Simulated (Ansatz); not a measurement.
Pulling on the Si1–H3 bond in H2Si2 (SMILES [Si]=[SiH2]) (multiplicity 1 held, fragments rigid). Energies count from the point at 1.483 Å.
Geometry at that point (charge 0, multiplicity 1):
```json
[
 {"atom": "Si", "x (Å)": "-0.9526", "y (Å)": "0.0689", "z (Å)": "0.1772"},
 {"atom": "Si", "x (Å)": "1.2047", "y (Å)": "-0.0871", "z (Å)": "-0.2241"},
 {"atom": "H", "x (Å)": "-1.7902", "y (Å)": "1.2209", "z (Å)": "-0.2371"},
 {"atom": "H", "x (Å)": "-1.7380", "y (Å)": "-0.9658", "z (Å)": "0.8934"}
]
```

Signs of static correlation in cc-pV(D+d)Z, from Ansatz (an electronic-structure program) runs.

| R (Å) | T1 of restricted CCSD | ⟨S²⟩ of UHF | largest double amplitude of restricted CCSD |
|---|---|---|---|
| 1.187 | 0.020 | 0.755 | 0.164 |
| 1.335 | 0.020 | 0.766 | 0.164 |
| 1.483 | 0.020 | 0.781 | 0.164 |
| 1.632 | 0.021 | 0.800 | 0.163 |
| 1.780 | 0.022 | 0.829 | 0.163 |
| 2.003 | 0.024 | 0.967 | 0.163 |
| 2.225 | 0.028 | 1.295 | 0.163 |
| 2.596 | 0.039 | 1.620 | … |
| 2.967 | 0.054 | 1.748 | … |
| 3.412 | 0.069 | 1.801 | 0.600 |
| 4.005 | 0.078 | 1.819 | 0.777 |
| 4.747 | 0.078 | 1.824 | 0.876 |

### Question
Fill in the missing entries.

### Answer

- 2.596, largest double amplitude of restricted CCSD: 0.202
- 2.967, largest double amplitude of restricted CCSD: 0.391

Doubts at one or more of the structures used: a restricted determinant that unrestricted orbitals would lower (R-CCSD(T)/cc-pV(D+d)Z); T1 above 0.05 (R-CCSD(T)/cc-pV(D+d)Z, U-CCSD(T)/cc-pV(D+d)Z); other coupled-cluster roots lie near (R-CCSD(T)/cc-pV(D+d)Z); a spin-contaminated determinant (U-CCSD(T)/cc-pV(D+d)Z); the program's own flag: large difference (U-CCSD(T)/cc-pV(D+d)Z).
